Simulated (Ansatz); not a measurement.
Start from `O[SiH2]C#[C][GeH2][OH]` and change one atom or group to get `C#C[SiH2]O`.

Ansatz, PBE0-D4/def2-TZVP geometries, multiplicity 1. Each molecule was computed in one conformer, which needn't be the lowest.

Scalar relativity is left out up to krypton.

| property | `O[SiH2]C#[C][GeH2][OH]` |
| --- | --- |
| HOMO energy (B3LYP/def2-TZVPP) / eV | -8.00 |
| HOMO energy (PBE/def2-TZVPP) / eV | -6.97 |
| LUMO energy (ωB97M-V/def2-TZVPP) / eV | 0.86 |
| HOMO–LUMO gap (PBE0/def2-TZVPP) / eV | 7.18 |
| size of the dipole moment (ωB97M-V/def2-TZVPP) / D | 0.70 |
| HOMO energy (ωB97M-V/def2-TZVPP) / eV | -10.44 |

(1) Give the same properties after the change, and the shifts. (Best estimate.)

Answers

(1) Computed: 
```json
{"property": "HOMO energy (B3LYP/def2-TZVPP) / eV", "`C#C[SiH2]O`": "-8.06", "shift": "-0.06"}
{"property": "HOMO energy (PBE/def2-TZVPP) / eV", "`C#C[SiH2]O`": "-7.05", "shift": "-0.08"}
{"property": "LUMO energy (ωB97M-V/def2-TZVPP) / eV", "`C#C[SiH2]O`": "1.30", "shift": "0.44"}
{"property": "HOMO–LUMO gap (PBE0/def2-TZVPP) / eV", "`C#C[SiH2]O`": "7.71", "shift": "0.53"}
{"property": "size of the dipole moment (ωB97M-V/def2-TZVPP) / D", "`C#C[SiH2]O`": "1.65", "shift": "0.95"}
{"property": "HOMO energy (ωB97M-V/def2-TZVPP) / eV", "`C#C[SiH2]O`": "-10.54", "shift": "-0.10"}
```

With PBE0 the HOMO falls by 0.07 eV and the LUMO rises by 0.47 eV, so the gap widens by about 0.54 eV. PBE moves the HOMO by -0.08 eV and ωB97M-V by -0.10 eV. Dipoles are sizes alone; their direction can turn.

B3LYP here is the variant with VWN-RPA as its local correlation; programs differ in this.
